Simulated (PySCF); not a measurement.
A GIAO shielding run with PySCF (density fitting, non-relativistic, gas phase) on `[SiH3]CC[SiH2]C(Cl)Cl`, C$_{3}$H$_{10}$Cl$_{2}$Si$_{2}$:

```
$ OMP_NUM_THREADS=1 python probes_run.py task.json out

{"job": {"kind": "nmr", "xc": "PBE0", "basis": "pcSseg-1"}, "charge": 0, "multiplicity": 1}
Si    -2.948443     0.013171     0.746109
C     -1.454553     0.150964    -0.426875
C     -0.125432    -0.143737     0.270942
Si     1.346077     0.021883    -0.915072
C      2.964956    -0.319242     0.073572
Cl     4.344791    -0.271586    -1.041066
Cl     3.167156     0.928642     1.320149
H     -2.997051    -1.343039     1.297006
H     -4.174088     0.292510    -0.002246
H     -2.790396     0.979311     1.834781
H     -1.416249     1.152027    -0.858454
H     -1.575587    -0.533865    -1.267452
H     -0.004848     0.536893     1.116232
H     -0.158411    -1.151019     0.692582
H      1.316938    -0.980672    -1.983956
H      1.483003     1.375080    -1.451029
H      3.015139    -1.278607     0.584865
```

Hardware: 1 thread of an Arm Neoverse V2, shared host. The job also computes population analyses, field gradients.

(1) How large is the calculation?

(2) How long does it take, and how much memory does it need?

Results:

(1) 90 electrons, 197 basis functions and 1117 auxiliary functions.

(2) 35 s of wall time, with 14 SCF cycles and 5 response iterations; peak memory 0.89 GiB. Times on a shared host scatter by some tens of per cent.
